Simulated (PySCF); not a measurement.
The dipole of `C=C(C)[Si@@H]1C[C@@H]1[SiH](O)O` from its density and from atomic charges.

Coordinates (GFN2-xTB, Å) and charges (e) from the PBE0/pcSseg-1 density (PySCF):

| atom | x | y | z | Mulliken | IAO | Hirshfeld | ESP-fitted |
| --- | --- | --- | --- | --- | --- | --- | --- |
| C1 | -2.632 | 1.195 | -0.834 | -0.0931 | -0.3070 | -0.1003 | -0.5500 |
| C2 | -1.811 | 0.411 | -0.145 | -0.5950 | -0.2295 | -0.0710 | +0.2549 |
| C3 | -1.757 | 0.451 | 1.350 | -0.1930 | -0.4242 | -0.1247 | -0.4798 |
| Si4 | -0.698 | -0.816 | -1.024 | +0.7706 | +0.7936 | +0.3284 | +0.1411 |
| C5 | 0.340 | -2.035 | -0.041 | -0.4367 | -0.5196 | -0.1702 | -0.5133 |
| C6 | 1.179 | -0.954 | -0.756 | -0.7985 | -0.6977 | -0.2210 | -0.4044 |
| Si7 | 2.300 | 0.172 | 0.242 | +1.1532 | +1.3474 | +0.4514 | +0.7910 |
| O8 | 2.972 | 1.343 | -0.687 | -0.5670 | -0.8033 | -0.3188 | -0.7083 |
| O9 | 1.452 | 0.990 | 1.363 | -0.5689 | -0.8003 | -0.2857 | -0.6698 |
| H10 | -3.293 | 1.899 | -0.352 | +0.1075 | +0.1441 | +0.0452 | +0.2048 |
| H11 | -2.679 | 1.168 | -1.911 | +0.1061 | +0.1426 | +0.0416 | +0.1935 |
| H12 | -2.091 | -0.501 | 1.759 | +0.1252 | +0.1489 | +0.0429 | +0.1349 |
| H13 | -0.733 | 0.611 | 1.681 | +0.1624 | +0.1673 | +0.0305 | +0.1650 |
| H14 | -2.390 | 1.243 | 1.746 | +0.1068 | +0.1389 | +0.0424 | +0.1310 |
| H15 | -1.166 | -1.233 | -2.345 | -0.0569 | -0.1062 | -0.0667 | -0.0013 |
| H16 | 0.493 | -3.050 | -0.380 | +0.1441 | +0.1536 | +0.0402 | +0.1943 |
| H17 | 0.345 | -1.972 | 1.037 | +0.1479 | +0.1494 | +0.0412 | +0.2110 |
| H18 | 1.693 | -1.354 | -1.627 | +0.1583 | +0.1577 | +0.0366 | +0.1873 |
| H19 | 3.365 | -0.570 | 0.922 | -0.1678 | -0.1952 | -0.1003 | -0.1543 |
| H20 | 3.447 | 1.103 | -1.475 | +0.2404 | +0.3668 | +0.1757 | +0.4176 |
| H21 | 1.657 | 1.915 | 1.477 | +0.2545 | +0.3726 | +0.1825 | +0.4549 |

Problem. Compute μ = Σ q r for each scheme (1 e·Å = 4.803 D) and compare with the dipole of the full density.

Solution. The full density gives (0.39, 0.24, -1.11) D, 1.19 D in size; dipole vectors point from the negative to the positive end.

| scheme | μx | μy | μz | size (D) | share of the full size (%) | angle to the full dipole (°) |
| --- | --- | --- | --- | --- | --- | --- |
| Mulliken | 0.20 | -0.37 | -0.43 | 0.61 | 51 | 50 |
| IAO | 0.41 | -0.93 | -1.82 | 2.08 | 174 | 39 |
| Hirshfeld | 0.05 | 0.31 | -0.72 | 0.78 | 66 | 19 |
| ESP-fitted | 0.35 | 0.18 | -1.05 | 1.12 | 94 | 3 |

Problem. Which set comes closest?

Solution. Length of the difference vector: ESP-fitted 0.09 D, Hirshfeld 0.52 D, Mulliken 0.93 D, IAO 1.37 D. Closest: ESP-fitted. 

Problem. What is left for the Hirshfeld atoms' own dipoles?

Solution. The Hirshfeld atoms' densities add up to the full density, so μ = Σ q r + Σ (atomic dipoles). The atomic dipoles sum to (0.39, 0.24, -1.11) − (0.05, 0.31, -0.72) = (0.34, -0.07, -0.39) D, 0.52 D in size.

Problem. With the origin at the mean of the coordinates, (0.000, 0.001, 0.000) Å, which are the largest single terms, by size, of the Hirshfeld dipole along the direction of the full one?

Solution. O8 -2.85, H20 +2.28, Si7 +1.20, C3 +1.03, C6 -0.94 D; all 21 atoms together +0.74 D. The single terms depend on the origin, their sum doesn't.

Problem. Give the size of the full dipole in other units.

Solution. 1.19 D = 0.470 au = 0.249 e·Å = 3.99 × 10⁻³⁰ C·m.

The structure is a single GFN2-xTB conformer in the gas phase; no vibrational or solvent corrections.

The run behind these numbers computed NMR shieldings as well. The run took 94 s wall on an Arm Neoverse N1 with one thread, no GPU, on a shared host, and the process peaked at 1.1 GiB of memory.

Shape of the structure used: `[CH2:1]=[C:2]([CH3:3])[Si@@H:4]1[CH2:5][C@@H:6]1[SiH:7]([OH:8])[OH:9]`: C1–C2–Si4–C5 -174°, C5–C6–Si7–O8 -174°, H–O8–Si7–C6 -54°, H–O9–Si7–C6 -137°.
